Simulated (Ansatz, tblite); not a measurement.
Cost and result up the ladder for the cluster Si3Te (the lowest singlet isomer of a short search) (4 atoms). Charge 0, multiplicity 1. Geometry: PBE-D4/def2-SVP.

```xyz
4

Si   -1.758   -0.772    0.591
Si   -0.391   -0.171   -1.139
Si    0.264    0.116    1.182
Te    1.885    0.827   -0.634
```

Ansatz on 4 threads of Arm Neoverse V1 on a shared host; xTB runs through tblite on one thread. Times are rough, summed over both states, and most runs start from the orbitals of an earlier one. ωB97M-V/def2-TZVP serves as the yardstick here, not as an exact answer. The other state is a quintet at its own geometry, which has other bonds, so the gap mixes isomer and spin.

In the def2 sets Te takes a core potential; there is no spin–orbit coupling. The xTB rows come from tblite. Correlated methods freeze 19 core orbitals; core or outer-core shells of Te are correlated, in sets that lack core-valence functions. In CCSD on the charge 0 quintet the largest single amplitude is 0.18, so its Hartree–Fock determinant may place the open shell otherwise than the density functionals do. The structure comes from a short search, and lower isomers may exist.

Run but left out: HF/def2-TZVP, HF/def2-TZVPP (singlet: restricted singlet, unstable towards broken spin symmetry).

Correlated methods converge slowly with the basis.

xTB has no spin-polarisation term.

```tsv
level	functions	wall time
GFN1-xTB	36	0.009 s
GFN2-xTB	36	0.013 s
PBE-D4/def2-TZVP (with forces)	161	4.5 s
PBE0-D4/def2-TZVP	161	7.1 s
BHLYP-D4/def2-TZVP	161	7.2 s
MP2/def2-TZVP	161	10 s
r2SCAN-D4/def2-TZVP	161	12 s
ωB97M-V/def2-TZVP	161	23 s
CCSD(T)/def2-TZVPP	176	95 s
```

(1) Estimate what each level gives for the quintet − singlet (eV).

## Answers

(1) 
| level | quintet − singlet (eV) | difference from ωB97M-V/def2-TZVP (eV) | remarks |
| --- | --- | --- | --- |
| GFN1-xTB | 2.12 | -0.08 | – |
| GFN2-xTB | 1.46 | -0.74 | – |
| PBE-D4/def2-TZVP (with forces) | 1.91 | -0.29 | – |
| PBE0-D4/def2-TZVP | 1.85 | -0.35 | – |
| BHLYP-D4/def2-TZVP | 1.76 | -0.44 | – |
| MP2/def2-TZVP | 2.50 | 0.30 | restricted SCF unstable (singlet) |
| r2SCAN-D4/def2-TZVP | 1.82 | -0.39 | – |
| ωB97M-V/def2-TZVP | 2.20 | 0.00 | – |
| CCSD(T)/def2-TZVPP | 2.06 | -0.14 | restricted SCF unstable (singlet) |
